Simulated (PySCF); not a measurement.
ClH3SiSn, neutral, multiplicity 1. Atoms are numbered in the order given.

```xyz
6

Sn     0.7117    -0.2389     0.0000
Cl    -1.3763    -1.4284     0.0000
Si    -0.6633     2.0532     0.0000
H     -1.5416     2.0946     1.2137
H     -1.5416     2.0946    -1.2137
H      0.1843     3.2907     0.0000
```
Charge 0, spin multiplicity 1.

The structure is a stationary point at PBE0-D3(BJ)/def2-SVP. The def2 effective core potentials stand for the cores of Sn; spin–orbit coupling is left out.

Computed with PBE/def2-TZVPD in PySCF.

Mulliken values depend strongly on the basis, most of all with diffuse functions as here. ESP charges are fitted to the potential on shells at 1.4 to 2.0 van der Waals radii. Atomic charges (e):

| atom | ESP fit | Mulliken |
|---|---|---|
| Sn1 | 0.22 | 0.55 |
| Cl2 | -0.24 | -0.39 |
| Si3 | 0.41 | -0.12 |
| H4 | -0.12 | 0.00 |
| H5 | -0.12 | 0.00 |
| H6 | -0.15 | -0.03 |
